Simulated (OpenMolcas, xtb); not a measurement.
**How methods differ on C2H3Ge (SMILES [C]#[C][GeH3])**

C2H3Ge has 6 atoms, charge 0, and is taken as a doublet. SMILES: `[C]#[C][GeH3]`. Geometry: relaxed at PBE0-D4/def2-TZVP.

```xyz
6

C     1.0630   -1.9937    1.1272
C     0.5548   -1.0394    0.5816
Ge   -0.2442    0.4611   -0.2777
H    -1.4821   -0.0281   -1.0359
H     0.7837    1.0597   -1.2429
H    -0.6330    1.4764    0.8014
```

Each level gives the dipole moment (D). The values are calculated.

```json
{"level": "GFN0-xTB", "kind": "semi-empirical", "program": "xtb", "value (D)": "2.51", "CPU time": "under 2 s"}
{"level": "UHF/def2-SVPD", "kind": "Hartree–Fock", "program": "OpenMolcas", "value (D)": "0.77", "CPU time": "13 s"}
{"level": "USVWN5/def2-SVPD", "kind": "LDA", "program": "OpenMolcas", "value (D)": "1.29", "CPU time": "25 s"}
{"level": "UPBE/def2-SVPD", "kind": "GGA", "program": "OpenMolcas", "value (D)": "1.19", "CPU time": "39 s"}
{"level": "U-r2SCAN/def2-SVPD", "kind": "meta-GGA", "program": "OpenMolcas", "value (D)": "1.08", "CPU time": "48 s"}
{"level": "UM06-L/def2-SVPD", "kind": "meta-GGA", "program": "OpenMolcas", "value (D)": "4.20", "CPU time": "58 s"}
{"level": "UPBE0/def2-SVPD", "kind": "global hybrid", "program": "OpenMolcas", "value (D)": "1.08", "CPU time": "37 s"}
```

All-electron rows without a relativistic Hamiltonian named are non-relativistic. The values span 0.77 to 4.20 D. Spin contamination of the reference (⟨S²⟩ at least 0.1 too high) touches UHF/def2-SVPD. Magnitudes only. Times are those of the runs behind each value, whatever else they computed, on shared processors of several kinds: orders of magnitude only.
